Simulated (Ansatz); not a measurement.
Molecule: sum formula VO2F, charge 0, multiplicity 1. 
Geometry from a B3LYP-D3(BJ)/def2-TZVP (Ansatz, a program for electronic structure) optimisation:
```xyz
4

V      0.0264    -0.0518    -0.1577
O     -1.2654    -0.9543    -0.0014
O     -0.3579     1.4112    -0.6262
F      1.3754    -0.2739     0.9609
```
Charge 0, spin multiplicity 1.

Property: vertical electron affinity (to the doublet state of charge -1; a negative value means that the extra electron is unbound and the number depends on the basis; each state is the SCF solution reached for its spin; for the doublet T1 is 0.046; for the singlet the Hartree-Fock reference is unstable and T1 is 0.041), in eV. Valence correlation only, unless marked. UHF or UKS for open shells. No spin-orbit coupling. The frozen core is the preceding noble-gas configuration, with the filled d and f shells of earlier blocks. Non-relativistic. Anions need diffuse functions: def2-D sets add few. Basis-set limits of correlation are two-point, X^-3; Hartree-Fock from the larger set. The program attaches cautions to a run behind HF/def2-SVPD: large difference. The program attaches cautions to a run behind HF/def2-TZVPPD: large difference. The program attaches cautions to a run behind MP2/def2-SVPD: large difference. The program attaches cautions to a run behind RI-MP2/CBS(def2-TZVPPD,def2-QZVPPD): large difference. The program attaches cautions to a run behind SCS-MP2/def2-SVPD: large difference. The program attaches cautions to a run behind CCSD/def2-SVPD: large difference. The program attaches cautions to a run behind CCSD(T)/def2-SVPD: large difference.

| level | program | vertical electron affinity (eV) |
|---|---|---|
| HF/def2-SVPD | Ansatz | 3.92 |
| HF/def2-TZVPPD | Ansatz | 3.65 |
| HF/def2-QZVPPD | Ansatz | 3.65 |
| SVWN5/def2-TZVPD | Ansatz | 2.38 |
| PBE/def2-TZVPD | Ansatz | 2.19 |
| r2SCAN/def2-TZVPD | Ansatz | 2.39 |
| B3LYP/def2-TZVPD | Ansatz | 2.66 |
| PBE0/def2-TZVPD | Ansatz | 2.62 |
| BHLYP/def2-TZVPD | Ansatz | 3.16 |
| CAM-B3LYP/def2-TZVPD | Ansatz | 2.87 |
| wB97M-V/def2-TZVPD | Ansatz | 2.68 |
| wB97X-V/def2-TZVPD | Ansatz | 2.64 |
| wB97X/def2-TZVPD | Ansatz | 2.63 |
| B2PLYP/def2-TZVPD | Ansatz | 1.84 |
| MP2/def2-SVPD | Ansatz | 0.59 |
| RI-MP2/CBS(def2-TZVPPD,def2-QZVPPD) | Ansatz | 0.81 |
| SCS-MP2/def2-SVPD | Ansatz | 0.83 |
| CCSD/def2-SVPD | Ansatz | 2.76 |
| CCSD(T)/def2-SVPD | Ansatz | 2.27 |
